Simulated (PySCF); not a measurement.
**HIrN: from structure and modes to constants**

All numbers come from PySCF, UPBE0, basis Ir def2-TZVP with ECP60, N def2-TZVP, H def2-TZVP (scalar-relativistic core potentials, no spin–orbit coupling, density fitting).

The doublet minimum has Cs symmetry. Masses (u): Ir 192.96292, N 14.00307, H 1.00782.

```xyz
3
charge 0 multiplicity 2, angstrom
Ir    0.0799    0.0000   -0.0714
N    -1.1998    0.0000    0.9289
H     1.3623    0.0000    0.8552
```

Harmonic wavenumbers (cm⁻¹): 632.1 (a', ×1), 1134.7 (a', ×1), 2243.3 (a', ×1).

(1) Find the principal moments of inertia and the rotational constants. What kind of rotor is it?

(2) What is the harmonic zero-point energy?

(3) Find the vibrational entropy and heat capacity at 298.15 K.

(4) Give the standard entropy (298.15 K, 1 bar) by its translational, rotational, vibrational and spin parts, and Cp.

Results:

(1) About the centre of mass I = 2.295, 34.764, 37.059 u Å². With B = 16.8576/I this gives 7.345, 0.4849, 0.4549 cm⁻¹. The molecule is an asymmetric top with κ = -0.99.

(2) Half the sum of all 3 wavenumbers, 4010/2 = 2005 cm⁻¹, which is 24.0 kJ/mol (1 cm⁻¹ = 0.0119627 kJ/mol).

(3) With u = 1.43878 ω/T, each mode gives S = R[u/(eᵘ−1) − ln(1−e⁻ᵘ)] and C = R u² eᵘ/(eᵘ−1)².
| ω (cm⁻¹) | u | S (J/(mol K)) | C (J/(mol K)) |
| --- | --- | --- | --- |
| 632.1 | 3.050 | 1.66 | 4.04 |
| 1134.7 | 5.476 | 0.23 | 1.05 |
| 2243.3 | 10.825 | 0.00 | 0.02 |
The sums over all modes are S = 1.9 and C = 5.1 J/(mol K); the softest mode gives 88 % of the entropy.

(4) Sackur–Tetrode with M = 207.97 u gives 175.4; rotation with symmetry number 1 gives 81.7; vibration 1.9; spin R ln 2 = 5.8. The total is 264.8 J/(mol K), and Cp = 4 R + 5.1 = 38.4 J/(mol K).

Only a few start shapes were tried, so a lower isomer may exist. Open d and f shells are described by one determinant, and the ground state may have another occupation or spin. No spin–orbit coupling is included, which matters more the heavier the element.
